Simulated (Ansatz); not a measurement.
One geometry of La3⁻, several levels of theory.

```yaml
crystal:
  periodic: [false, false, false]
  atoms:
    - {symbol: La, position_ang: [-1.376324, -1.217134, 0.268378]}
    - {symbol: La, position_ang: [1.669140, -0.284690, 0.843392]}
    - {symbol: La, position_ang: [-0.292816, 1.501834, -1.111769]}
basis:
  gaussian: {orbitals: def2-TZVP, initial_orbitals: start.molden}
total_charge: -1
hamiltonian: {xc: {name: LC-wPBE, parameters: {omega: 0.2/bohr}}}
scf: {omitted_lower_state_checks: [starts]}
output: {orbitals: {seedname: orbitals}}
```

The file start.molden holds the orbitals of an earlier run on this structure, at another level or in another basis.

```sh
$ ansatz run in.yaml --threads 4 --pin off --events-out ev --progress --plain --max-ram 3916MiB
```

Output, abridged:

```
Functional definition: LC-wPBE
954 factors; their error is unknown
233 factors; integrals over basis functions are off by at most 5.6e-6 eV
mean field evaluation 1: about -2575.1830 eV, gradient 4.8e0 eV
mean field evaluation 2: about -2575.2920 eV, gradient 2.5e-1 eV
mean field evaluation 4: about -2575.2815 eV, gradient 1.0e-1 eV
mean field evaluation 8: about -2575.2816 eV, gradient 2.5e-5 eV
mean field evaluation 16: about -2575.2816 eV, gradient 5.4e-5 eV
mean field -2575.28160934 eV, -94.6398535546 hartree, gradient 5.4e-5 eV, S^2 0.000000; 0 other end points of the search recorded, 0 dependent functions left out
reference -2575.28160935 eV, -94.6398535549 hartree; 17, 17 occupied and 103, 103 virtual orbitals, 954 factors
Total energy: -2575.28160935 eV, -94.6398535549 hartree
Checks for a lower state left out: starts
```

Hardware: 4 threads of Arm Neoverse V2 on a shared host. Wall time 8.5 s.

First input, but with `hamiltonian: {xc: {name: LC-wPBE, parameters: {omega: 0.3/bohr}}}` (abridged; 8.5 s):

```
Functional definition: LC-wPBE
mean field evaluation 16: about -2574.2131 eV, gradient 5.2e-5 eV
mean field -2574.21306420 eV, -94.6005852450 hartree, gradient 5.2e-5 eV, S^2 0.000000
Total energy: -2574.21306420 eV, -94.6005852451 hartree
Checks for a lower state left out: starts
```

First input, but with `gaussian: {orbitals: def2-TZVPD, initial_orbitals: start.molden}`, `correlation: {method: ccsd_t}` and without the key `hamiltonian` (abridged; 24 s):

```
Functional definition: HF
mean field evaluation 16: about -2529.5890 eV, gradient 2.0e1 eV
mean field evaluation 32: about -2533.2664 eV, gradient 8.0e0 eV
mean field evaluation 64: about -2533.3133 eV, gradient 1.1e0 eV
mean field evaluation 96: about -2533.3559 eV, gradient 7.8e-1 eV
mean field evaluation 128: about -2533.3597 eV, gradient 2.3e0 eV
mean field evaluation 160: about -2534.2963 eV, gradient 3.4e-1 eV
mean field -2537.30247324 eV, -93.2441460461 hartree, gradient 5.7e-6 eV, S^2 0.000000; unrestricted orbitals would lower it
mean field evaluation 192: about -2538.7713 eV, gradient 2.7e-1 eV
mean field evaluation 224: about -2537.3023 eV, gradient 3.8e-2 eV
mean field evaluation 256: about -2537.3025 eV, gradient 7.1e-6 eV
mean field evaluation 288: about -2538.3036 eV, gradient 7.1e-1 eV
mean field evaluation 320: about -2537.6643 eV, gradient 8.0e-1 eV
mean field evaluation 352: about -2538.6022 eV, gradient 8.8e-4 eV
[...]
cycle  10  -19.24021673 eV  change    3.0e-4 eV  update   2.3e-3
cycle  11  -19.23813168 eV  change    2.1e-3 eV  update   1.2e-3
cycle  12  -19.23895795 eV  change   -8.3e-4 eV  update   7.2e-4
cycle  13  -19.23907047 eV  change   -1.1e-4 eV  update   4.5e-4
cycle  14  -19.23953090 eV  change   -4.6e-4 eV  update   3.2e-4
cycle  15  -19.23953412 eV  change   -3.2e-6 eV  update   2.3e-4
cycle  16  -19.23943558 eV  change    9.9e-5 eV  update   1.7e-4
cycle  17  -19.23943344 eV  change    2.1e-6 eV  update   1.1e-4
cycle  18  -19.23935688 eV  change    7.7e-5 eV  update   7.7e-5
cycle  19  -19.23942397 eV  change   -6.7e-5 eV  update   5.1e-5
cycle  20  -19.23943976 eV  change   -1.6e-5 eV  update   3.7e-5
perturbative correction -1.66607371 eV, -0.0612270796 hartree
Total energy: -2558.20798671 eV, -94.0124094959 hartree
Checks for a lower state left out: starts
```

First input, but with `gaussian: {orbitals: def2-TZVPD, initial_orbitals: start.molden}`, `hamiltonian: {xc: pbe, dispersion: d4}` (abridged; 2 s):

```
Functional definition: PBE
mean field -2576.44587149 eV, -94.6826393994 hartree, gradient 2.7e-5 eV, S^2 0.000000
Total energy: -2576.59530517 eV, -94.6881309860 hartree
Checks for a lower state left out: starts
```

First input, but with `gaussian: {orbitals: def2-TZVPD}`, `hamiltonian: {xc: pbe0, dispersion: d4}` and without the key `scf` (abridged; 8 s):

```
Functional definition: PBE0
mean field evaluation 16: about -2574.0288 eV, gradient 2.2e-3 eV
mean field evaluation 32: about -2573.9892 eV, gradient 2.1e0 eV
mean field evaluation 64: about -2574.0164 eV, gradient 1.2e0 eV
mean field -2574.02877529 eV, -94.5938127526 hartree, gradient 2.9e-5 eV, S^2 0.000000; 8 other end points of the search recorded, 0 dependent functions left out
Total energy: -2574.15782954 eV, -94.5985554087 hartree
```

The first input with `hamiltonian: {xc: {name: LC-wPBE, parameters: {omega: 0.15/bohr}}}` (abridged; 7 s):

```
Functional definition: LC-wPBE
mean field -2575.87755366 eV, -94.6617541047 hartree, gradient 3.3e-5 eV, S^2 0.000000
Total energy: -2575.87755368 eV, -94.6617541051 hartree
Checks for a lower state left out: starts
```

As the first input, with `gaussian: {orbitals: def2-TZVPD, initial_orbitals: start.molden}`, `hamiltonian: {xc: r2scan, dispersion: d4}` (abridged; 5 s):

```
Functional definition: r2SCAN
mean field -2575.21815373 eV, -94.6375216039 hartree, gradient 1.1e-5 eV, S^2 0.000000
Total energy: -2575.23850147 eV, -94.6382693695 hartree
Checks for a lower state left out: starts
```

Geometry: PBE0-D4/def2-TZVP, that of the neutral doublet.

In the def2 sets La takes a core potential; there is no spin–orbit coupling. Correlated methods freeze no core orbitals; core or outer-core shells of La are correlated, in sets that lack core-valence functions. The restricted singlet is unstable towards broken spin symmetry in Hartree–Fock (as tested in another run); at LC-ωPBE (ω = 0.20 bohr⁻¹)/def2-TZVP, LC-ωPBE (ω = 0.30 bohr⁻¹)/def2-TZVP, PBE-D4/def2-TZVPD, PBE0-D4/def2-TZVPD and others this wasn't settled. At CCSD(T)/def2-TZVPD T1 of the charge -1 singlet is large (up to 0.080), so the single-reference result is doubtful. At CCSD(T)/def2-TZVPD the restricted singlet (for correlated methods, its reference) is unstable: a solution with broken spin symmetry lies lower. At PBE-D4/def2-TZVPD, r2SCAN-D4/def2-TZVPD the highest occupied level of the charge -1 singlet lies above zero (up to 0.33 eV). Its loss leaves the charge 0 doublet, which lies 0.86 eV higher (vertical, at PBE-D4/def2-TZVPD), but this difference is unsure: the doublet is doubtful (at the level of its geometry, ⟨S²⟩ 2.09, where a pure state has 0.75). At PBE0-D4/def2-TZVPD a triplet of charge -1 lies 0.08 eV below the restricted singlet at the same geometry. That triplet is doubtful there (⟨S²⟩ 3.02, where a pure state has 2.00). The structure comes from a short search, and lower isomers may exist.
